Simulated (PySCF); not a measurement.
PySCF input file for AlFGeH₄O, SMILES [OH][Al]([F])[GeH3], PBE-D3(BJ)/def2-SVP. The structure is a stationary point at PBE-D3(BJ)/def2-SVP. The structure was generated by enumeration; whether it is a known compound was not checked. Other conformers were not sampled.

```python
import numpy as np
from pyscf import gto, scf, dft, df
from pyscf.hessian import thermo

mol = gto.M(
    atom='''
    Al    0.28273088    0.63154363   -0.82396544
    F     1.84385938    0.61881199   -1.45377377
    Ge   -0.34607435   -0.81363903    1.05351080
    H    -0.11995101   -2.31151249    0.71246084
    H     0.50681589   -0.50360901    2.31354909
    H    -1.83849309   -0.63164654    1.43280365
    O    -0.88198331    1.67890035   -1.51468076
    H    -0.68836172    2.27263881   -2.25819864
    ''',
    basis='def2-SVP',
    charge=0,
    spin=0,
    max_memory=1600,
    verbose=3,
)
mf = dft.RKS(mol, xc='pbe').density_fit(auxbasis='def2-universal-jkfit')
mf.disp = 'd3bj'
mf.grids.level = 3
mf.conv_tol = 1e-11
mf.max_cycle = 100
mf.kernel()

# [left out here: the lines that compute and print the analytic Hessian (its translational invariance restored by hand, since the grid's response is missing), thermochemistry and intensities]
```

Output:

```
converged SCF energy = -2495.92722756076

WARN: DFTD3 does not support analytical Hessian, using finite difference


WARN: Mole.unit (angstrom) is changed to Bohr

Mode                                 0                   1                   2
Irrep
Freq [cm^-1]                      -11.5564            115.9175            184.7507
Reduced mass [au]                   1.0817              7.3035              8.1199
Force const [Dyne/A]               -0.0001              0.0578              0.1633
Char temp [K]                     -16.6271            166.7795            265.8151
Normal mode                   x     y     z       x     y     z       x     y     z
       0  Al                -0.00 -0.00 -0.00    0.08 -0.03  0.00   -0.00  0.00 -0.00
       1   F                -0.01 -0.03 -0.03    0.04  0.08 -0.10   -0.03  0.09 -0.09
       2  Ge                -0.00 -0.00 -0.00   -0.03  0.01  0.00   -0.01 -0.04  0.05
       3   H                 0.52  0.03  0.21   -0.11 -0.02  0.06   -0.02 -0.03  0.03
       4   H                -0.37  0.39  0.16   -0.11 -0.01  0.06   -0.01 -0.03  0.04
       5   H                -0.14 -0.39 -0.35   -0.05  0.13 -0.12   -0.02 -0.02  0.03
       6   O                 0.01  0.04  0.03   -0.02 -0.08  0.10    0.09  0.05 -0.10
       7   H                 0.02  0.05  0.04   -0.11 -0.05  0.10    0.25 -0.01 -0.10
Mode                                 3                   4                   5
Irrep
Freq [cm^-1]                      190.6723            327.8012            370.8698
Reduced mass [au]                   4.5282              7.6836              1.1974
Force const [Dyne/A]                0.0970              0.4865              0.0970
Char temp [K]                     274.3350            471.6330            533.5990
Normal mode                   x     y     z       x     y     z       x     y     z
       0  Al                 0.04  0.11  0.09   -0.03 -0.08  0.10   -0.01 -0.03 -0.02
       1   F                -0.02 -0.06 -0.05   -0.09  0.03  0.00    0.01  0.02  0.01
       2  Ge                -0.00 -0.01 -0.01    0.01  0.03 -0.04    0.00  0.00  0.00
       3   H                 0.05  0.05 -0.22   -0.00  0.02 -0.02    0.01  0.03 -0.11
       4   H                -0.10 -0.18  0.10   -0.00  0.02 -0.03   -0.04 -0.10  0.05
       5   H                -0.03 -0.09 -0.09    0.01  0.04 -0.05   -0.02 -0.05 -0.05
       6   O                -0.02 -0.06 -0.05    0.07 -0.04  0.01    0.02  0.06  0.06
       7   H                -0.07 -0.18 -0.16    0.28 -0.11  0.01   -0.24 -0.64 -0.57
Mode                                 6                   7                   8
Irrep
Freq [cm^-1]                      417.8768            418.1705            571.7837
Reduced mass [au]                   1.1185              1.1514              1.3869
Force const [Dyne/A]                0.1151              0.1186              0.2672
Char temp [K]                     601.2317            601.6543            822.6695
Normal mode                   x     y     z       x     y     z       x     y     z
       0  Al                 0.02 -0.01  0.01    0.01  0.04  0.03   -0.01  0.00  0.00
       1   F                 0.02  0.01 -0.02   -0.00 -0.01 -0.01   -0.05  0.01  0.01
       2  Ge                -0.03  0.01 -0.00   -0.01 -0.02 -0.02    0.00 -0.00  0.00
       3   H                 0.38  0.10 -0.19   -0.06 -0.14  0.58   -0.03 -0.01  0.01
       4   H                 0.37  0.07 -0.27    0.15  0.50 -0.23   -0.03 -0.00  0.02
       5   H                 0.07 -0.46  0.52    0.08  0.26  0.19   -0.00  0.03 -0.03
       6   O                 0.02 -0.02  0.02   -0.00  0.00  0.00    0.12 -0.03 -0.02
       7   H                -0.05 -0.01  0.01   -0.07 -0.18 -0.17   -0.79  0.27  0.02
Mode                                 9                  10                  11
Irrep
Freq [cm^-1]                      753.1942            791.6406            854.1019
Reduced mass [au]                   1.2022              3.8646              1.0177
Force const [Dyne/A]                0.4018              1.4270              0.4374
Char temp [K]                    1083.6787           1138.9946           1228.8625
Normal mode                   x     y     z       x     y     z       x     y     z
       0  Al                -0.02 -0.03  0.04   -0.05 -0.05  0.08   -0.00 -0.00 -0.00
       1   F                 0.05 -0.00 -0.02    0.12  0.00 -0.05    0.00  0.00  0.00
       2  Ge                -0.00 -0.01  0.01    0.00  0.01 -0.01   -0.00 -0.01 -0.01
       3   H                 0.17  0.15 -0.47   -0.10 -0.06  0.19    0.42  0.11 -0.17
       4   H                 0.25  0.36 -0.27   -0.13 -0.14  0.12   -0.40  0.03  0.27
       5   H                -0.04  0.35 -0.38    0.02 -0.16  0.17    0.18  0.52  0.47
       6   O                -0.03  0.03 -0.02   -0.05  0.07 -0.05    0.00 -0.00  0.00
       7   H                -0.11  0.06 -0.02   -0.22  0.12 -0.05    0.00  0.00  0.00
Mode                                12                  13                  14
Irrep
Freq [cm^-1]                      854.6456            903.3656           2067.6055
Reduced mass [au]                   1.0423              9.5524              1.0134
Force const [Dyne/A]                0.4485              4.5929              2.5526
Char temp [K]                    1229.6448           1299.7419           2974.8239
Normal mode                   x     y     z       x     y     z       x     y     z
       0  Al                 0.02 -0.01  0.00    0.12 -0.06  0.01    0.00  0.00 -0.00
       1   F                -0.01 -0.00  0.01   -0.09  0.00  0.03   -0.00 -0.00  0.00
       2  Ge                -0.01  0.00 -0.00    0.00  0.00 -0.00    0.00 -0.01  0.01
       3   H                 0.53 -0.01  0.39   -0.08  0.00 -0.06   -0.09  0.62  0.16
       4   H                 0.32 -0.55 -0.07   -0.05  0.08  0.01   -0.37 -0.15 -0.53
       5   H                -0.02  0.25 -0.24    0.01 -0.06  0.07    0.35 -0.06 -0.07
       6   O                -0.02  0.02 -0.01   -0.08  0.08 -0.06    0.00 -0.00  0.00
       7   H                -0.04  0.03 -0.01   -0.13  0.10 -0.06    0.00 -0.00  0.00
Mode                                15                  16                  17
Irrep
Freq [cm^-1]                     2077.4127           2088.2243           3798.3123
Reduced mass [au]                   1.0239              1.0235              1.0675
Force const [Dyne/A]                2.6034              2.6297              9.0742
Char temp [K]                    2988.9343           3004.4898           5464.9257
Normal mode                   x     y     z       x     y     z       x     y     z
       0  Al                 0.00  0.00  0.00    0.00 -0.00  0.00   -0.00  0.00  0.00
       1   F                -0.00 -0.00 -0.00   -0.00  0.00 -0.00   -0.00  0.00 -0.00
       2  Ge                 0.00  0.01  0.01    0.01 -0.00 -0.00    0.00 -0.00 -0.00
       3   H                 0.11 -0.68 -0.14   -0.02  0.25  0.06   -0.00  0.00  0.00
       4   H                -0.38 -0.12 -0.56   -0.12 -0.06 -0.21   -0.00 -0.00 -0.00
       5   H                -0.01  0.02  0.02   -0.89  0.11  0.23   -0.00  0.00 -0.00
       6   O                -0.00 -0.00 -0.00   -0.00  0.00 -0.00   -0.01 -0.04  0.05
       7   H                -0.00 -0.00 -0.00   -0.00 -0.00  0.00    0.17  0.60 -0.74
temperature 298.1500 [K]
pressure 101325.00 [Pa]
Rotational constants [GHz] 6.06428 1.56514 1.26357
Symmetry number 1
Zero-point energy (ZPE) 0.03824 [Eh]   100404.641 [J/mol]
                           tot       elec      trans        rot        vib
Entropy [J/mol/K]       341.537      0.000    170.255    115.834     55.448
Cv [J/mol/K]             91.068      0.000     12.472     12.472     66.124
Cp [J/mol/K]             99.382      0.000     20.786     12.472     66.124
Internal energy [J/mol]                      3718.434   3718.434 110139.220
Internal energy [Eh]   -2495.88245  -2495.92723
Enthalpy [J/mol]                             6197.391   3718.434 110139.220
Enthalpy [Eh]          -2495.88150
Gibbs free energy [J/mol]                  -44564.076 -30817.544  93607.496
Gibbs free energy [Eh] -2495.92029
mode   freq/cm-1   IR/(km/mol)
   1      -11.56         0.025
   2      115.92         0.883
   3      184.75        27.115
   4      190.67        13.555
   5      327.80        31.886
   6      370.87       138.507
   7      417.88         8.297
   8      418.17        11.022
   9      571.78       113.644
  10      753.19       243.035
  11      791.64        36.649
  12      854.10        27.531
  13      854.65        14.491
  14      903.37        92.369
  15     2067.61        54.506
  16     2077.41        91.845
  17     2088.22        92.991
  18     3798.31        79.767
max |gradient| / (hartree/bohr): 0.00012935473180165425
APT charges: [ 1.2059 -0.6     0.5227 -0.2042 -0.204  -0.2104 -0.8052  0.2953]
```

Self-consistency was reached. The end point has an imaginary mode, so it is no minimum.
